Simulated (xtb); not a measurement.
Species: CH6Ge, SMILES `[CH3][GeH3]` (charge 0, multiplicity 1).

Give a relaxed geometry from GFN2-xTB (xtb).

the end point of this relaxation (outside a Z-matrix the atoms follow the SMILES, hydrogens last).
Cartesian coordinates (Å) in one orientation:
```xyz
8

C      1.039     0.003    -0.034
Ge    -0.919    -0.002     0.030
H      1.444     0.788     0.599
H      1.437    -0.948     0.311
H      1.391     0.170    -1.049
H     -1.482     1.298    -0.443
H     -1.490    -1.079    -0.834
H     -1.420    -0.229     1.419
```
